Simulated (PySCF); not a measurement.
WO2Me2 in a uniform electric field

Compound: WO2Me2, C2H6O2W (singlet state).
Geometry (PBE0-D3(BJ)/def2-SVP, Å), atoms numbered from 1 in this order:
```
atom  x, y, z in Å
W1     0.6350    0.0008    0.4574
O2     0.6289    0.0060    2.1602
O3     2.2363   -0.0027   -0.1189
C4    -0.3044    1.7605   -0.2203
H5     0.1660    2.6679    0.1909
H6    -1.3639    1.7539    0.0926
H7    -0.2513    1.8148   -1.3216
C8    -0.3059   -1.7611   -0.2123
H9    -0.3730   -1.7386   -1.3150
H10   -1.3219   -1.8360    0.2122
H11    0.2543   -2.6654    0.0746
```

Level: CAM-B3LYP/def2-SVPD (PySCF); nuclei fixed, core orbitals frozen in the response. Permanent dipole (-3.276, -0.004, -2.328) D (1 au = 2.5417 D). Static polarisability (au):

```
x   67.94 -0.03  1.17
y   -0.03 75.98  0.02
z    1.17  0.02 67.32
```

Only the terms in μ and α are kept: μ(F) = μ + αF and ΔE = −μ·F − ½ F·αF.

Question: Apply 0.005 au along ±x, ±y and ±z in turn. Tabulate induced and total dipoles and both energy terms.

Answer: 
```csv
field along,induced x (D),induced y (D),induced z (D),total size (D),−μ·F (kJ/mol),−½F·αF (kJ/mol)
+x,0.863,0.000,0.015,3.342,+16.920,-2.230
−x,-0.863,0.000,-0.015,4.756,-16.920,-2.230
+y,0.000,0.966,0.000,4.133,+0.021,-2.494
−y,0.000,-0.966,0.000,4.134,-0.021,-2.494
+z,0.015,0.000,0.856,3.578,+12.024,-2.209
−z,-0.015,0.000,-0.856,4.579,-12.024,-2.209
```

Question: For the field (0.0015, 0.0020, -0.0025) au, what is the induced dipole, and what angle does it make with the field?

Answer: αF = (0.251, 0.386, -0.423) D, at 3.7° to the field. The polarisability along this direction, F·αF/F², is 69.47 au, against a mean of 70.42 au.

Question: At what field along the permanent dipole would the induced dipole along it equal the permanent one, in this linear picture?

Answer: The polarisability along the dipole is 68.84 au, so F = 1.5812 au / 68.84 au = 0.0230 au = 1.18 V/Å; higher-order terms are ignored.

Question: What field makes μF equal to kT at 200 K?

Answer: kT = 0.6334 × 10⁻³ Eh, so F = 0.000401 au = 2.06 MV/cm.

Question: Induction energy −ᾱe²/2R⁴ of a unit charge at 8 Å, the molecule taken as a point?

Answer: R = 15.12 bohr, so the energy is −70.4/(2 × 15.12⁴) Eh = -1.77 kJ/mol. The charge–dipole term at its most favourable orientation, −μe/R², is -18.2 kJ/mol.

Isolated species at its PBE0-D3(BJ)/def2-SVP geometry, gas phase. Atoms past krypton carry effective core potentials; spin–orbit coupling is left out.

The run behind these numbers computed excited states and ΔSCF ions as well. Time: 56 s. Hardware: one thread, x86-64 server, no GPU, on a shared host.
